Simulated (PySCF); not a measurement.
## Running PySCF for RbI⁻

The script input.py:

```python
from pyscf import gto, scf, mp

mol = gto.M(
    atom='Rb 0 0 0; I 0 0 3.388',
    basis='def2-svp',
    ecp={'Rb': 'def2-svp', 'I': 'def2-svp'},
    charge=-1,
    spin=1,
    verbose=3,
)
mf = scf.UHF(mol)
mf.kernel()
mp.MP2(mf).kernel()
mf.dip_moment()
print('orbital energies (hartree):', [e[max(0, n-3):n+3].round(4) for e, n in zip(mf.mo_energy, mol.nelec)])
```

```bash
$ OMP_NUM_THREADS=1 python input.py
```

Output (some set-up lines and the per-cycle HOMO/LUMO lines with their warnings removed):

```
converged SCF energy = -320.569130846873  <S^2> = 0.75013534  2S+1 = 2.0001353
E(UMP2) = -320.757076619769  E_corr = -0.187945772895782
E(SCS-UMP2) = -320.744354890495  E_corr = -0.175224043622155

WARN: System has nonzero charge -1; the dipole moment is origin-dependent.
Location of origin: [0. 0. 0.]

Dipole moment(X, Y, Z, Debye): -0.00000,  0.00000, -4.66502
orbital energies (hartree): [array([-0.1755, -0.1755, -0.0227,  0.1197,  0.1197,  0.1382]), array([-0.1847, -0.1756, -0.1756,  0.1134,  0.1475,  0.1475])]
```

In short: E(SCF) = -320.569131 Eh, E(MP2) − E(SCF) = -0.18795 Eh, ⟨S²⟩ = 0.750.

Hardware: AMD EPYC 7R43 64-Core, 1 thread, shared host. Wall time 2.4 s, peak memory 0.13 GiB.

The basis has no diffuse functions, which an anion needs. The bond length is a typed value, not an optimised one. The dipole of an ion depends on the origin. No search for the lowest solution was made.
